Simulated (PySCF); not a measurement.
**Quadrupolar nuclei of `C[Si@](O)(C[SiH3])C[SiH2]F` in NMR**

Compound: C3H13FOSi3.
Cartesian coordinates in Å at the GFN2-xTB level; atoms count from 1:
```xyz
21
C3H13FOSi3 angstrom
C      0.133    2.381    0.813
Si    -0.385    0.826   -0.142
O     -1.423    1.402   -1.275
C     -1.258   -0.444    0.977
Si    -1.792   -2.051    0.129
C      1.128    0.022   -0.993
Si     2.519   -0.527    0.156
F      1.895   -1.491    1.293
H      0.796    2.132    1.635
H      0.652    3.083    0.168
H     -0.731    2.892    1.224
H     -1.900    0.812   -1.851
H     -2.136    0.029    1.417
H     -0.604   -0.700    1.807
H     -2.619   -1.741   -1.051
H     -2.594   -2.864    1.048
H     -0.633   -2.824   -0.321
H      0.784   -0.841   -1.565
H      1.532    0.723   -1.722
H      3.511   -1.367   -0.506
H      3.118    0.564    0.915
```

Computed at PBE0/pcSseg-1 (PySCF, non-relativistic):

```csv
atom,environment,nucleus,spin I,Q (b),CQ = χzz (MHz),η
O3,silanol oxygen,17O,5/2,-0.0256,-9.071,0.506
```

Question: Which field gradients stand behind these couplings (CQ in MHz = 234.96 × Q in b × Vzz in au)?

Answer: The tensor is traceless, so η fixes the two smaller values:

| atom | Vxx (au) | Vyy (au) | Vzz (au) | Vzz (10²¹ V/m²) |
| --- | --- | --- | --- | --- |
| O3 | -0.372 | -1.136 | 1.508 | 14.65 |

Question: PQ = |CQ|√(1 + η²/3), νQ = 3|CQ|/[2I(2I − 1)], ν0 = |g|·7.62259 MHz/T·B with g(17O) = −0.75752: values at 28.2 T?

Answer: 
| atom | PQ (MHz) | νQ (MHz) | ν0 (MHz) | νQ/ν0 |
| --- | --- | --- | --- | --- |
| O3 | 9.450 | 1.361 | 162.83 | 0.008 |

For O3: PQ = 9.071 × 1.0418, νQ = 9.071 × 0.1500, ν0 = 5.7742 MHz/T × 28.2 T.

Question: Second-order quadrupolar shift of the central transition's centre of gravity (half-integer spins, νQ < ν0/10) at 28.2 and 35.2 T.

Answer: From −(3/40)(PQ/ν0)²[I(I + 1) − 3/4]/[I(2I − 1)]², which goes as 1/B² (ppm):

```
     site  28.2 T  35.2 T
17O at O3   -20.2     -13
```

The couplings are those of the rigid, isolated species; surroundings and motion change them. GFN2-xTB bond lengths can be off by several hundredths of an ångström, more for odd bonds, and the gradients follow them. A larger basis could move these couplings by a tenth or more.

One conformer stands for the species.
